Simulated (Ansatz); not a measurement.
System: C₂BCl₂, charge -1, multiplicity 1. It need not be the lowest isomer of its formula. Whether it binds its extra electron was not tested at this geometry. 
Structure (B3LYP-D3(BJ)/def2-TZVP (Ansatz, a first-principles code) minimum search):
SMILES: [C-]#CB(Cl)Cl
```xyz
5

C      2.8699    -0.0735     0.2720
C      1.6242    -0.0416     0.1540
B      0.1842    -0.0047     0.0175
Cl    -0.7767     1.5272    -0.1297
Cl    -0.8636    -1.4852    -0.0258
```
Charge -1, spin multiplicity 1.

Parts of the frozen-core correlation energy in cc-pwCVTZ (Ansatz, hartree). Frozen orbitals: 13; correlated occupied orbitals by spin: 13 and 13; virtual: 221 and 221. Spin-orbit coupling is left out. Non-relativistic.

```tsv
term	value
reference (HF)	-1019.52882
MP2 opposite-spin	-0.57999
MP2 same-spin	-0.20016
CCSD correlation	-0.81116
(T)	-0.04509
T1 diagnostic	0.014
largest doubles amplitude	0.066
```
